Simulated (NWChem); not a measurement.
System meant: CH4AlI; SMILES [I][AlH][CH3]

Here is an NWChem input.

```
start job
memory heap 200 mb stack 900 mb global 1100 mb
geometry units angstroms noautoz
  Al    -0.491756    -1.506821     0.154482
  H     -1.882989    -2.012982    -0.408653
  I      0.225609     0.752908    -0.594673
  C      0.639718    -2.532231     1.360282
  H      0.092097    -2.771142     2.288260
  H      1.566553    -2.006620     1.633777
  H      0.913294    -3.497499     0.900408
end
basis spherical
  * library def2-svp
end
dft
  xc pbe0
  iterations 150
  mulliken
end
task dft energy
```

End of the output:

```
             Grid Information
             ----------------
          Grid used for XC integration:  medium
          Radial quadrature: Mura-Knowles
          Angular quadrature: Lebedev.
          Tag              B.-S. Rad. Rad. Pts. Rad. Cut. Ang. Pts.
          ---              ---------- --------- --------- ---------
          Al                  1.25       88           9.0       590
          H                   0.35       45          12.0       434
          I                   1.40      123          12.0       590
          C                   0.70       49          11.0       434
          Grid pruning is: on
          Number of quadrature shells:   440
          Spatial weights used:  Erf1

          Convergence Information
          -----------------------
          Convergence aids based upon iterative change in
          total energy or number of iterations.
          Levelshifting, if invoked, occurs when the
          HOMO/LUMO gap drops below (HL_TOL):  1.00D-02
          DIIS, if invoked, will attempt to extrapolate
          using up to (NFOCK): 10 stored Fock matrices.

                    Damping( 0%)  Levelshifting(0.5)       DIIS
                  --------------- ------------------- ---------------
          dE  on:    start            ASAP                start
          dE off:    2 iters        150 iters           150 iters

      Screening Tolerance Information
      -------------------------------
          Density screening/tol_rho:  1.00D-10
          AO Gaussian exp screening on grid/accAOfunc:  14
          CD Gaussian exp screening on grid/accCDfunc:  20
          XC Gaussian exp screening on grid/accXCfunc:  20
          Schwarz screening/accCoul:  1.00D-08

      Superposition of Atomic Density Guess
      -------------------------------------

      charge =      53.0 I (Iodine)

      symmetry species            s     p     d     f
      number of basis functions =10     7     6
      number of cont. functions = 4     4     2
      number of closed shells   = 5     3     2
      number of open shells     = 0     1     0
      open shell occupation     = 0     5     0
 ------------------------------------------------------------------------
 atomscf:atomd: error in atom scf                   0
 ------------------------------------------------------------------------
 ------------------------------------------------------------------------
  current input line :
    20: task dft energy
 ------------------------------------------------------------------------
 ------------------------------------------------------------------------
 This error has not yet been assigned to a category
 ------------------------------------------------------------------------
 For more information see the NWChem manual at https://nwchemgit.github.io

0:atomscf:atomd: error in atom scf:Received an Error in Communication
```

Question: Can this run be used? If not, why, and what is the fix?

Answer: The run crashed. Cause: the def2 basis of a heavy element holds valence functions alone and wants its effective core potential (without it all electrons must fit into that basis). This input runs:
```
start job
memory heap 200 mb stack 900 mb global 1100 mb
geometry units angstroms noautoz
  Al    -0.491756    -1.506821     0.154482
  H     -1.882989    -2.012982    -0.408653
  I      0.225609     0.752908    -0.594673
  C      0.639718    -2.532231     1.360282
  H      0.092097    -2.771142     2.288260
  H      1.566553    -2.006620     1.633777
  H      0.913294    -3.497499     0.900408
end
basis spherical
  * library def2-svp
end
ecp
  I library def2-ecp
end
dft
  xc pbe0
  iterations 150
  mulliken
end
task dft energy
```
It converges to -580.44086 Ha (PBE0/def2-SVP with def2 effective core potentials on I).
